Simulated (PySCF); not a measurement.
# Dipole moment and polarisability of `N#C/C([SiH3])=C(\[SiH3])CF`

C4H8FNSi2.
Structure used (GFN2-xTB), in Å, numbered top down from 1:
```xyz
16
C4H8FNSi2 angstrom
N      0.1368    3.0613    0.6820
C      0.2910    1.9428    0.4679
C      0.5430    0.5843    0.2182
Si     2.3783    0.0989    0.4279
C     -0.4903   -0.2004   -0.1280
Si    -2.2590    0.4802   -0.2836
C     -0.3372   -1.6548   -0.4157
F      0.9543   -2.1131   -0.2958
H      2.8812   -0.3713   -0.8594
H      3.0753    1.3276    0.8149
H      2.4754   -0.8841    1.5028
H     -2.6711    1.0018    1.0159
H     -3.1141   -0.6456   -0.6720
H     -2.2718    1.5058   -1.3222
H     -0.9457   -2.2479    0.2779
H     -0.6538   -1.8767   -1.4422
```

Level: CAM-B3LYP/def2-SVPD (PySCF), static field, nuclei fixed, core orbitals frozen in the response. The polarisability tensor in these axes (au):

```
x   120.56   4.43   8.26
y     4.43 116.00   8.97
z     8.26   8.97  81.25
```

Q: What are the eigenvalues, a third of the trace, and Δα (Δα² = ½Σ(αi − αj)² over the three pairs)?

A: Principal values 77.91, 113.54 and 126.37 au; mean 105.94 au = 15.70 Å³ = 17.47 × 10⁻⁴⁰ C²·m²/J; Δα = 43.49 au (41 % of the mean).

Q: What is the dipole moment, and where does it point?

A: (-1.54, -3.67, -1.05) D, 4.12 D in size, pointing from the negative to the positive side. Measured along this direction, the outermost atoms are N1 at the negative end and H15 and H16 at the positive end.

Q: Directions of the eigenvectors, and the extent of the frame along each?

A: Largest value along (0.79, 0.56, 0.26), where the nuclei span 6.37 Å; middle along (-0.59, 0.80, 0.07), 4.74 Å; least along (-0.17, -0.21, 0.96), 2.45 Å. The response follows the extents in order.

Q: Orientational against electronic polarisability at 500 K (dilute gas, rigid molecules)?

A: In Gaussian units μ²/3kT = 81.88 Å³ against 15.70 Å³, a ratio of 5.22; the Debye molar polarisation (4π/3)N_A(α + μ²/3kT) is 246.2 cm³/mol, leaving out the vibrational part.

Q: Molar refractivity from α?

A: Lorentz–Lorenz: R = (4π/3)N_A α = 2.5225 cm³/(mol·Å³) × 15.70 Å³ = 39.6 cm³/mol, in the limit of long wavelengths.

Geometry: GFN2-xTB, one conformer, isolated molecule.
